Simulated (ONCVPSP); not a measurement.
Mo (Z = 42), ONCV: configuration errors across variants

Mo (Z = 42), optimised norm-conserving Vanderbilt (ONCV), made with ONCVPSP 4.0.1 (revPBE, scalar-relativistic). Core [Ar] 3d10, reference 4s2 4p6 4d5 5s0.5 5p0.5. Waves: 4s+5s: rc 1.95 bohr, ncon 5, nbas 9, qcut 6.2 1/bohr, 2 projectors; 4p+5p: rc 2.25 bohr, ncon 5, nbas 10, qcut 6.9 1/bohr, 2 projectors; 4d: rc 2.55 bohr, ncon 4, nbas 9, qcut 6.8 1/bohr, 1 projector. Local part: polynomial inside 1.30 bohr (lpopt 5, dvloc0 0 Ha). Core correction: polynomial model core, fcfact 0.4.

All-electron excitation energies from the reference (eV): (1) 4s2 4p6 4d5 5s1 5p0 -1.526; (2) 4s2 4p6 4d5 5s0 5p0 5.247; (3) 4s2 4p6 4d4 5s0 5p0 20.623; (4) 4s2 4p6 4d6 5s0 5p0 -0.796.

1 further variants failed, have other tests or too few solved ones, and are left out.

Errors AE − PS in meV (a dash: test not solved or not reliable):

```tsv
change	(1)	(2)	(3)	(4)	bound ghosts	GHOST(+) flags above zero
base	+0.2	-1.0	-3.1	-1.8	none	s
p: qcut 4.7	+0.2	-1.1	-3.7	-2.1	none	s, p
p: qcut 8	+0.2	-1.0	-3.1	-1.8	none	s
p: qcut 8.9	+0.2	-1.0	-3.2	-1.7	none	s
```

Q: Give the same row for: p: qcut 5.3.

A: +0.2, -1.0, -3.3, -1.9; bound ghosts: none; GHOST(+) flags above zero: s.
